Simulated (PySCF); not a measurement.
CH₄CdOS, SMILES [S](C)[Cd][OH]. Coordinates come from a PBE-D3(BJ)/def2-SVP optimisation. The structure was generated by enumeration; whether it is a known compound was not checked. The def2 effective core potentials stand for the cores of Cd; spin–orbit coupling is left out. The values are those of a single conformer.

Computed equilibrium geometry at PBE-D3(BJ)/def2-SVP (PySCF confirms it by a frequency run) as bond lengths and angles (one conformer of several):
Atoms: Cd1 O2 H3 S4 C5 H6 H7 H8. Bonded distances (Å): Cd1–O2 1.990, Cd1–S4 2.346, O2–H3 0.977, S4–C5 1.843, C5–H6 1.107, C5–H7 1.108, C5–H8 1.107. Bond angles (°): O2–Cd1–S4 176.5, Cd1–O2–H3 108.5, Cd1–S4–C5 102.1, S4–C5–H6 112.4, S4–C5–H7 105.8, S4–C5–H8 112.3, H6–C5–H7 108.2, H6–C5–H8 109.7, H7–C5–H8 108.2.
